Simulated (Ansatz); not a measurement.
Basis-set extrapolation for `C[N]1C[O][Al]1[F]` (PBE0-D4/def2-TZVP geometry, frozen core, the Gaussian-basis code of Ansatz). Multiplicity 1, RHF reference.

```tsv
	def2-TZVPP	def2-QZVPP
HF	-549.569885	-549.591993
MP2 correlation	-1.102801	-1.188243
CCSD(T) correlation	-1.168049	not run
```

Energies in hartree. Use E(X) = E(∞) + A·exp(−7.88·√X) for Hartree–Fock and E(X) = E(∞) + B·X^(−2.97) for correlation, with X = 3 and 4, and add CCSD(T) minus MP2 of the smaller set to the MP2 limit.

Q: What is the CCSD(T) energy at the basis-set limit?

A: HF limit: -549.591993 + (-0.022108) × 0.13774 = -549.59504. MP2 limit: -1.188243 + (-0.085442) × 0.74074 = -1.25153. Higher-order term: -1.168049 − (-1.102801) = -0.06525. Total: -550.91182 hartree, 109.1 kcal/mol below CCSD(T)/def2-TZVPP.
